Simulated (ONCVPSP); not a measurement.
## BLYP ONCV dataset for neon (Ne), non-relativistic all-electron reference.

neon, optimised norm-conserving Vanderbilt (ONCV), made with ONCVPSP 4.0.1 (BLYP, non-relativistic). Core [He], reference 2s2 2p6. Waves: 2s: rc 0.55 bohr, ncon 4, nbas 8, qcut 10.3 1/bohr, local; 2p: rc 1.55 bohr, ncon 3, nbas 7, qcut 10.8 1/bohr, 2 projectors, debl 0.7 Ha. Local part: the s channel. Core correction: none.

- Cutoffs needed: 126 Ha and 448 Ha (the cutoffs (Ha) at which the residual kinetic energy of the hardest occupied pseudo-wave falls to 1 and 0.1 mHa per electron)
- Ghost test: no bound ghost flagged; no localised positive-energy state flagged
- Largest excitation error: +4354 meV (all-electron minus pseudo) for 2s2 2p2, out of 4 test configurations
